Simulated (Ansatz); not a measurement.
`[GeH3][I]` + `CO[SiH](C)F` → `[CH3][GeH2][I]` + `C[SiH](O)F`  (redistribution)

Calculated with Ansatz (gas phase, PBE0-D4/def2-TZVP geometries, no zero-point term in ΔE). CBS: MP2 limit from def2 TZ/QZ plus the TZ coupled-cluster correction, frozen cores. DFT in def2-TZVPP. Elements past krypton have def2 core potentials. For Ge, I outer-core shells are correlated without core-valence functions, which leaves a few kJ/mol of doubt a bond. Scalar relativity is left out up to krypton. Each species was taken in one conformer, which may not be the lowest.

**Question.** Is it downhill or uphill in electronic energy at CCSD(T)/CBS, and by how much? (Best estimate.)

**Answer.** Computed: Downhill: ΔE = -0.99 eV.

**Question.** What do these levels give: PBE-D4, r2SCANh-D4, ωB97X-V, B2PLYP, r2SCAN, CCSD(T)/def2-SVP? (An estimate is asked.)

**Answer.** Computed: PBE-D4 -0.90, r2SCANh-D4 -0.93, ωB97X-V -0.87, B2PLYP -0.91, r2SCAN -0.92, CCSD(T)/def2-SVP -0.72 eV.

Largest T1 diagnostic among the species: 0.011.

Leaving LDA and LC-ωPBE aside and taking each functional with its dispersion term where it has one, the values, not all of them listed here, spread over 0.13 eV, from PBE-QIDH to BLYP-D4. In def2-TZVPP, CCSD(T) changes the Hartree–Fock value by −0.17 eV (the triples alone add −0.02 eV) and MP2 by −0.26 eV. At CCSD(T), def2-SVP lies +0.27 eV from the extrapolated value and def2-TZVPP +0.03 eV.
